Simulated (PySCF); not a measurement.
Cartesian coordinates in Å; atom numbers follow the order of the lines, from 1:
```xyz
40

C    -1.610    3.736   -0.326
C    -0.879    2.611    0.393
C    -1.283    1.205   -0.069
C    -2.681    0.834    0.419
P    -0.028   -0.015    0.594
C    -0.684   -1.664   -0.012
C    -0.936   -1.791   -1.508
C     0.211   -2.779    0.543
C    -0.362   -4.181    0.395
C     1.481    0.241   -0.519
C     1.246    0.946   -1.850
C     2.618    0.909    0.267
C     3.149    0.079    1.424
H    -2.700    3.678   -0.184
H    -1.419    3.702   -1.411
H    -1.284    4.721    0.040
H     0.206    2.751    0.256
H    -1.045    2.682    1.482
H    -1.280    1.186   -1.173
H    -3.051   -0.094   -0.042
H    -2.693    0.695    1.513
H    -3.408    1.624    0.177
H    -1.653   -1.746    0.515
H     0.009   -1.784   -2.075
H    -1.451   -2.735   -1.749
H    -1.566   -0.974   -1.892
H     0.402   -2.572    1.610
H     1.200   -2.736    0.050
H    -1.348   -4.260    0.882
H     0.299   -4.928    0.861
H    -0.488   -4.471   -0.659
H     1.811   -0.791   -0.739
H     0.955    1.999   -1.710
H     0.465    0.462   -2.453
H     2.173    0.946   -2.447
H     2.280    1.893    0.639
H     3.441    1.125   -0.437
H     3.958    0.601    1.955
H     3.549   -0.885    1.068
H     2.350   -0.141    2.149
```

Geometry: PBE0-D3(BJ)/def2-SVP; GIAO shifts from PySCF 2.14.0 with density-fitted response routines, gas phase, non-relativistic, averaged over equivalent atoms.

At B97-2/pcSseg-1 (363 basis functions, 2.8 min wall time on 1 thread of an Arm Neoverse V1, shared host):
| atoms | δ (ppm) |
| --- | --- |
| C2/C8/C12 | 31.6 |
| C3/C6/C10 | 30.4 |
| C4/C7/C11 | 17.0 |
| C1/C9/C13 | 14.8 |
| P5 | -15.4 |
| H17/H27/H36 | 1.30 |
| H19/H23/H32 | 1.23 |
| H18/H28/H37 | 1.10 |
| H14/H15/H16/H29/H30/H31/H38/H39/H40 | 1.06 |
| H20/H21/H22/H24/H25/H26/H33/H34/H35 | 1.06 |

Scale: 13C (σ = 183.69 ppm) and 1H (σ = 31.38 ppm) vs TMS; H3PO4 for 31P (σ = 316.18 ppm) (reference shieldings calculated alike).

Task: Predict the values at PBE0/pcSseg-1 on the same geometry.

Result: 
```tsv
atoms	δ at PBE0/pcSseg-1	change
C2/C8/C12	31.5	-0.1
C3/C6/C10	30.2	-0.2
C4/C7/C11	16.7	-0.3
C1/C9/C13	14.3	-0.5
P5	-21.4	-6.0
H17/H27/H36	1.29	-0.01
H19/H23/H32	1.21	-0.02
H18/H28/H37	1.08	-0.02
H14/H15/H16/H29/H30/H31/H38/H39/H40	1.05	-0.01
H20/H21/H22/H24/H25/H26/H33/H34/H35	1.04	-0.02
```

References, each an isolated molecule treated in the same way: 13C (σref 184.41), 1H (σref 31.27) vs TMS; 31P (σref 310.13) vs H3PO4.

The largest change is at P5 (phosphorus bonded to 3 C). Cost: 363 basis functions, 2.9 min wall time on 1 thread of an Arm Neoverse V1, shared host. The order of the carbon signals is the same at both levels.

Experimental scales use liquid or dissolved standards, which lie at an offset from isolated H3PO4.
